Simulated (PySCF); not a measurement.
CH8AlNO2Si, SMILES C[N]([Al]([OH])[OH])[SiH3]. Atoms are numbered in the order given.

```xyz
14

Si     0.6058    -2.0165     0.0000
N     -0.4326    -0.6259     0.0000
C     -1.8726    -0.8790     0.0000
Al     0.1590     1.0610     0.0000
O      1.7972     1.5035     0.0000
O     -1.0418     2.2614     0.0000
H      0.3971    -2.8839     1.2050
H      2.0194    -1.5230     0.0000
H      0.3971    -2.8839    -1.2050
H     -2.4367     0.0660     0.0000
H     -2.1922    -1.4517    -0.8903
H     -2.1922    -1.4517     0.8903
H      2.5412     0.9006     0.0000
H     -0.8618     3.2019     0.0000
```
Charge 0, spin multiplicity 1.

Geometry optimised at PBE0-D3(BJ)/def2-SVP. The structure was generated by enumeration; whether it is a known compound was not checked. One conformer was computed; it need not be the lowest.

The numbers are results of PBE/def2-TZVP run with PySCF, not measurements.

ESP charges are fitted to the potential on shells at 1.4 to 2.0 van der Waals radii. Atomic charges (e):

| atom | Löwdin | Mulliken | ESP fit |
|---|---|---|---|
| Si1 | ? | 0.17 | 0.09 |
| N2 | ? | -0.17 | -0.31 |
| C3 | ? | -0.33 | -0.34 |
| Al4 | -0.19 | 0.48 | 1.04 |
| O5 | -0.10 | -0.50 | -0.82 |
| O6 | -0.10 | -0.51 | -0.80 |
| H7 | -0.04 | -0.04 | -0.02 |
| H8 | -0.03 | -0.06 | -0.06 |
| H9 | -0.04 | -0.04 | -0.02 |
| H10 | 0.13 | 0.15 | 0.14 |
| H11 | 0.11 | 0.12 | 0.13 |
| H12 | 0.11 | 0.12 | 0.13 |
| H13 | ? | 0.30 | 0.42 |
| H14 | ? | 0.31 | 0.43 |

Task: Some entries are withheld; supply them. (The exact figures need the calculation; the answer reports its results.)

Result: 
- Si1, Löwdin: 0.18
- N2, Löwdin: -0.06
- C3, Löwdin: -0.33
- H13, Löwdin: 0.18
- H14, Löwdin: 0.18
